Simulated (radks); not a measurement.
Task: Spherical jellium clusters: N electrons in a uniform positive sphere of charge N and radius rs N^(1/3), rs = 3.37 bohr. Calculated with a radial shooting solver with Libxc functionals: non-relativistic Kohn-Sham, LDA (Slater exchange, Perdew-Wang correlation), spin-polarised, spherical densities. Levels are named by radial order and angular momentum (1s, 1p, 1d, 2s, ...), and open shells are averaged over m. At N = 13 the configuration is 1s2 1p6 1d(up 5, down 0). The background grows by one charge. Does electron 14 go into 2s up or 2s down or 1d down?

Result: Into 1d down. The total energies of the other choices lie higher by 0.0454 eV (2s up), 0.350 eV (2s down).
